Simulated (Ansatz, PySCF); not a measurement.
Spin states of H2O2Ti (SMILES [OH][Ti][OH]), each relaxed with B3LYP-D3(BJ)/def2-TZVP.
State 1 (charge 0, multiplicity 3):
```xyz
5

Ti     0.09544    -0.28326     0.05021
O      1.34127     0.16816    -1.20403
H      1.90251     0.56351    -1.86768
O     -1.31300    -0.29189     1.21004
H     -2.08000    -0.12678     1.75425
```
State 2 (charge 0, multiplicity 1):
```json
[
 {"atom": "Ti", "x (Å)": "0.3164", "y (Å)": "-0.9537", "z (Å)": "0.1630"},
 {"atom": "O", "x (Å)": "1.1595", "y (Å)": "0.0672", "z (Å)": "-1.0196"},
 {"atom": "H", "x (Å)": "1.2857", "y (Å)": "0.8821", "z (Å)": "-1.5056"},
 {"atom": "O", "x (Å)": "-1.0895", "y (Å)": "-0.3240", "z (Å)": "1.0454"},
 {"atom": "H", "x (Å)": "-1.7260", "y (Å)": "0.3581", "z (Å)": "1.2595"}
]
```

```csv
level,energy of the multiplicity-1 state less that of the multiplicity-3 state (kcal/mol),cost
SVWN5/def2-TZVPP,13.49,×0.3
PBE/def2-TZVPP,18.92,×1
PBE-D4/def2-TZVPP,18.78,×1
r2SCAN/def2-TZVPP,27.65,×1
r2SCAN-D3(BJ)/def2-TZVPP,27.63,×1
r2SCAN-D4/def2-TZVPP,27.63,×1
B97M-V/def2-TZVPP,26.44,×3
B3LYP/def2-TZVPP,24.62,×0.8
B3LYP-D3(BJ)/def2-TZVPP,24.48,×0.8
B3LYP-D4/def2-TZVPP,24.41,×0.8
PBE0/def2-TZVPP,27.65,×1
PBE0-D3(BJ)/def2-TZVPP,27.57,×1
BHLYP-D3(BJ)/def2-TZVPP,33.81,×0.9
CAM-B3LYP-D3(BJ)/def2-TZVPP,26.67,×0.8
CAM-B3LYP-D4/def2-TZVPP,26.64,×0.8
wB97X-V/def2-TZVPP,24.11,×2
B2PLYP/def2-TZVPP,23.59,×1
B2PLYP-D4/def2-TZVPP,23.50,×1
CCSD/def2-SVP,22.85,-
CCSD(T)/def2-SVP,14.02,×1
```

The rows run from 13.49 (SVWN5/def2-TZVPP) to 33.81 kcal/mol (BHLYP-D3(BJ)/def2-TZVPP). The dispersion term adds -0.13 in PBE-D4, -0.02 in r2SCAN-D3(BJ), -0.02 in r2SCAN-D4. The 8 functionals in def2-TZVPP without D3 or D4 span 14.16, from SVWN5 to r2SCAN.

Singlets are restricted, other states unrestricted; no spin–orbit coupling, no relativity up to Kr; see below for the cores. The largest T1 diagnostic is 0.089.

Correlated levels freeze the inner cores; with def2 sets outer-core shells near the valence are correlated too.

Doubts at one or more of the structures used: a restricted determinant that unrestricted orbitals would lower (B2PLYP/def2-TZVPP, B2PLYP-D4/def2-TZVPP, CCSD/def2-SVP, CCSD(T)/def2-SVP); T1 above 0.05 (CCSD/def2-SVP, CCSD(T)/def2-SVP).

Codes used: Ansatz (a first-principles code) with Gaussian orbitals; PySCF for the dispersion terms. Values without a source in brackets are computed.

Costs are rough ratios of core time to PBE/def2-TZVPP (about 60 s over the structures, on one shared machine); a dash marks a level with no comparable run of its own.
